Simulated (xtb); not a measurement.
xtb input (GFN2-xTB):

```bash
xtb mol.xyz --gfn 2 --ohess tight --chrg 0 --uhf 0
```
mol.xyz:
```
10

C     -1.60871081     0.41125466    -0.37274841
N     -0.49643237     0.20437825     0.52161244
Si     1.08446863    -0.31080726     0.00682286
H     -2.12395103    -0.55085797    -0.57841645
H     -1.22755950     0.78069013    -1.38521175
H     -2.35360321     1.10294855    -0.02601890
H     -0.76921752     0.05885893     1.47371999
H      1.13231044    -1.69058486    -0.57600889
H      1.56745837     0.56922758    -1.08720584
H      1.98495201    -0.20645534     1.17430292
```

Output:

```
           -------------------------------------------------
          |                Calculation Setup                |
           -------------------------------------------------

           -------------------------------------------------
          |                 G F N 2 - x T B                 |
           -------------------------------------------------

        Reference                      10.1021/acs.jctc.8b01176
      * Hamiltonian:
        H0-scaling (s, p, d)           1.850000    2.230000    2.230000
        zeta-weighting                 0.500000
      * Dispersion:
        s8                             2.700000
        a1                             0.520000
        a2                             5.000000
        s9                             5.000000
      * Repulsion:
        kExp                           1.500000    1.000000
        rExp                           1.000000
      * Coulomb:
        alpha                          2.000000
        third order                    shell-resolved
        anisotropic                    true
        a3                             3.000000
        a5                             4.000000
        cn-shift                       1.200000
        cn-exp                         4.000000
        max-rad                        5.000000

          ...................................................
          :                      SETUP                      :
          :.................................................:
          :  # basis functions                  25          :
          :  # atomic orbitals                  24          :
          :  # shells                           14          :
          :  # electrons                        20          :
          :  max. iterations                   250          :
          :  Hamiltonian                  GFN2-xTB          :
          :  restarted?                      false          :
          :  GBSA solvation                  false          :
          :  PC potential                    false          :
          :  electronic temp.          300.0000000     K    :
          :  accuracy                    1.0000000          :
          :  -> integral cutoff          0.2500000E+02      :
          :  -> integral neglect         0.1000000E-07      :
          :  -> SCF convergence          0.1000000E-05 Eh   :
          :  -> wf. convergence          0.1000000E-03 e    :
          :  Broyden damping             0.4000000          :
          :  net charge                          0          :
          :  unpaired electrons                  0          :
          ...................................................

 iter      E             dE          RMSdq      gap      omega  full diag
   1    -10.4210748 -0.104211E+02  0.498E+00    5.23       0.0  T
   2    -10.4812080 -0.601332E-01  0.289E+00    5.01       1.0  T
   3    -10.4831521 -0.194411E-02  0.198E+00    5.38       1.0  T
   4    -10.4832914 -0.139316E-03  0.736E-01    5.19       1.0  T
   5    -10.4835188 -0.227351E-03  0.423E-01    5.35       1.0  T
   6    -10.4836694 -0.150577E-03  0.842E-02    5.27       1.0  T
[...]
     1   6 C        4   1 H                                       1.0967602
     1   6 C        5   1 H                                       1.0879583
     1   6 C        6   1 H                                       1.0923770
     2   7 N        7   1 H                                       1.0089733 (min)
     3  14 Si       8   1 H                                       1.4733702
     3  14 Si       9   1 H                                       1.4633101
     3  14 Si      10   1 H                                       1.4603242

 * 5 distinct bonds (by element types)

   Z      Z             #   av. dist./Å        max./Å        min./Å
   1 H    6 C           3     1.0923652     1.0967602     1.0879583
   1 H    7 N           1     1.0089733     1.0089733     1.0089733
   6 C    7 N           1     1.4423288     1.4423288     1.4423288
   1 H   14 Si          3     1.4656682     1.4733702     1.4603242
   7 N   14 Si          1     1.7184432     1.7184432     1.7184432

           -------------------------------------------------
          |               Frequency Printout                |
           -------------------------------------------------
 projected vibrational frequencies (cm⁻¹)
eigval :       -0.00    -0.00    -0.00     0.00     0.00     0.00
eigval :      149.85   158.65   283.51   503.73   567.51   606.80
eigval :      746.46   793.73   823.79   838.82  1066.48  1111.52
eigval :     1164.69  1369.00  1424.72  1493.00  1506.07  2161.42
eigval :     2254.26  2279.51  2895.58  2967.56  3026.00  3445.41
 reduced masses (amu)
   1:  9.96   2: 16.12   3: 16.83   4: 17.54   5: 10.64   6: 18.86   7:  2.23   8:  4.83
   9: 10.17  10:  3.85  11:  3.23  12:  5.03  13:  2.68  14:  5.94  15:  4.43  16:  9.76
  17:  3.17  18:  3.70  19: 11.13  20:  5.40  21:  2.46  22:  1.56  23:  1.54  24:  1.95
  25:  1.69  26:  1.87  27:  1.79  28:  1.63  29:  1.66  30:  1.85
 IR intensities (km·mol⁻¹)
   1:  0.89   2:  0.51   3:  0.14   4:  0.05   5:  0.24   6:  0.17   7:  0.35   8:  2.15
   9:  2.75  10:114.70  11: 45.36  12: 84.43  13:224.20  14: 92.76  15:152.36  16:389.58
  17: 26.21  18:  2.56  19: 71.38  20: 59.69  21:  2.26  22:  2.83  23:  2.19  24:404.85
  25:248.38  26:344.87  27: 77.07  28: 54.81  29: 30.12  30:  4.99
 Raman intensities (Ä⁴*amu⁻¹)
   1:  0.00   2:  0.00   3:  0.00   4:  0.00   5:  0.00   6:  0.00   7:  0.00   8:  0.00
   9:  0.00  10:  0.00  11:  0.00  12:  0.00  13:  0.00  14:  0.00  15:  0.00  16:  0.00
  17:  0.00  18:  0.00  19:  0.00  20:  0.00  21:  0.00  22:  0.00  23:  0.00  24:  0.00
  25:  0.00  26:  0.00  27:  0.00  28:  0.00  29:  0.00  30:  0.00
 output can be read by thermo (or use thermo option).
 writing <g98.out> molden fake output.
 recommended (thermochemical) frequency scaling factor: 1.0
           -------------------------------------------------
          |             Thermodynamic Functions             |
           -------------------------------------------------

c1  symmetry found (for desy threshold:  0.10E+00) used in thermo

          ...................................................
          :                      SETUP                      :
          :.................................................:
          :  # frequencies                          24      :
          :  # imaginary freq.                       0      :
          :  linear?                             false      :
          :  only rotor calc.                    false      :
          :  symmetry                               c1      :
          :  rotational number                       1      :
          :  scaling factor                  1.0000000      :
          :  rotor cutoff                   50.0000000 cm⁻¹ :
          :  imag. cutoff                  -20.0000000 cm⁻¹ :
          :.................................................:
Note: The following floating-point exceptions are signalling: IEEE_UNDERFLOW_FLAG IEEE_DENORMAL
normal termination of xtb

    mode    ω/cm⁻¹     T·S(HO)/kcal·mol⁻¹    T·S(FR)/kcal·mol⁻¹   T·S(vib)
   ------------------------------------------------------------------------
       1    149.85    -0.79730 ( 98.78%)    -0.73093 (  1.22%)    -0.79649
       2    158.65    -0.76498 ( 99.02%)    -0.71404 (  0.98%)    -0.76449
       3    283.51    -0.45092 ( 99.90%)    -0.54226 (  0.10%)    -0.45101
   ------------------------------------------------------------------------

   temp. (K)  partition function   enthalpy   heat capacity  entropy
                                   cal/mol     cal/K/mol   cal/K/mol   J/K/mol
 298.15  VIB   6.70                 1683.090     12.636      9.420
         ROT  0.312E+05              888.752      2.981     23.545
         INT  0.209E+06             2571.842     15.616     32.965
         TR   0.463E+27             1481.254      4.968     38.235
         TOT                        4053.0958    20.5845    71.1999   297.9004

       T/K    H(0)-H(T)+PV         H(T)/Eh          T*S/Eh         G(T)/Eh
   ------------------------------------------------------------------------
    298.15    0.645902E-02    0.830922E-01    0.338294E-01    0.492628E-01
   ------------------------------------------------------------------------

         :::::::::::::::::::::::::::::::::::::::::::::::::::::
         ::                  THERMODYNAMIC                  ::
         :::::::::::::::::::::::::::::::::::::::::::::::::::::
         :: total free energy         -10.325037614329 Eh   ::
         ::.................................................::
         :: total energy              -10.374300428268 Eh   ::
         :: zero point energy           0.076633164883 Eh   ::
         :: G(RRHO) w/o ZPVE           -0.027370350944 Eh   ::
         :: G(RRHO) contrib.            0.049262813939 Eh   ::
         :::::::::::::::::::::::::::::::::::::::::::::::::::::

optimized geometry written to: xtbopt.xyz

           -------------------------------------------------
          | TOTAL ENERGY              -10.374300428268 Eh   |
          | TOTAL ENTHALPY            -10.291208244047 Eh   |
          | TOTAL FREE ENERGY         -10.325037614329 Eh   |
          | GRADIENT NORM               0.000189626832 Eh/α |
          | HOMO-LUMO GAP               5.354146142464 eV   |
           -------------------------------------------------

------------------------------------------------------------------------
------------------------------------------------------------------------
 total:
 SCF:
 ANC optimizer:
 analytical hessian:
```
